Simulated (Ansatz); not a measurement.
Start from `COB(Cl)Cl` and change one element to get `C[Se]B(Cl)Cl`.

Ansatz, PBE0-D4/def2-TZVP geometries, multiplicity 1. Each molecule was computed in one conformer, which needn't be the lowest.

Scalar relativity is left out up to krypton.

```
                               property  `COB(Cl)Cl`
HOMO–LUMO gap (ωB97M-V/def2-TZVPP) / eV        13.05
    LUMO energy (B3LYP/def2-TZVPP) / eV        -0.42
    HOMO energy (B3LYP/def2-TZVPP) / eV        -8.60
  LUMO energy (ωB97M-V/def2-TZVPP) / eV         1.89
      LUMO energy (PBE/def2-TZVPP) / eV        -1.21
     LUMO energy (PBE0/def2-TZVPP) / eV        -0.22
```

Question: What does the change do to each property? (An estimate is asked.)

Answer: Computed: 
```tsv
property	`C[Se]B(Cl)Cl`	shift
HOMO–LUMO gap (ωB97M-V/def2-TZVPP) / eV	10.21	-2.84
LUMO energy (B3LYP/def2-TZVPP) / eV	-1.39	-0.97
HOMO energy (B3LYP/def2-TZVPP) / eV	-7.09	1.51
LUMO energy (ωB97M-V/def2-TZVPP) / eV	0.80	-1.09
LUMO energy (PBE/def2-TZVPP) / eV	-2.09	-0.88
LUMO energy (PBE0/def2-TZVPP) / eV	-1.24	-1.02
```

With PBE0 the HOMO rises by 1.58 eV and the LUMO falls by 1.02 eV, so the gap narrows by about 2.60 eV. PBE moves the HOMO by 1.23 eV and ωB97M-V by 1.75 eV.

B3LYP here is the variant with VWN-RPA as its local correlation; programs differ in this.

Spin–orbit coupling is left out; it splits and shifts lone-pair levels of the heavy atoms by tenths of an eV.
